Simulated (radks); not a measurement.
The numbers below are computed, except where a source is named.
Question: The mean radii <r> (bohr) of the occupied orbitals of an atom or ion are listed with their occupations. Code: a radial shooting solver on a logarithmic mesh with Libxc functionals. Model: scalar-relativistic Kohn-Sham, LDA (Slater exchange, Perdew-Wang correlation), spin-polarised, spherical densities, point nucleus.

| orbital | occ. | <r> |
|---|---|---|
| 1s up | 1 | 0.01774 |
| 1s down | 1 | 0.01774 |
| 2s up | 1 | 0.07493 |
| 2s down | 1 | 0.07493 |
| 2p up | 3 | 0.06730 |
| 2p down | 3 | 0.06729 |
| 3s up | 1 | 0.1940 |
| 3s down | 1 | 0.1940 |
| 3p up | 3 | 0.1947 |
| 3p down | 3 | 0.1947 |
| 3d up | 5 | 0.1763 |
| 3d down | 5 | 0.1763 |
| 4s up | 1 | 0.4321 |
| 4s down | 1 | 0.4320 |
| 4p up | 3 | 0.4597 |
| 4p down | 3 | 0.4597 |
| 4d up | 5 | 0.4894 |
| 4d down | 5 | 0.4891 |
| 5s up | 1 | 1.007 |
| 5s down | 1 | 1.003 |
| 4f up | 7 | 0.5578 |
| 5p up | 3 | 1.171 |
| 4f down | 7 | 0.5552 |
| 5p down | 3 | 1.164 |
| 5d up | 5 | 1.689 |
| 5d down | 1 | 1.714 |

Name the element and its charge. Open shells, if any, are filled with parallel spins first.

Answer: Z = 76, osmium, charge +2: Os2+ in [Xe] 4f14 5d6. The 1s radius gives Z: for a bare nucleus <r> = (2 gamma + 1)/(2Z) with gamma = sqrt(1 - (Z/c)^2), 0.01753 bohr for Z = 76, and screening makes it slightly larger (0.01774 here). The occupations add up to 74, and the charge is Z minus that.
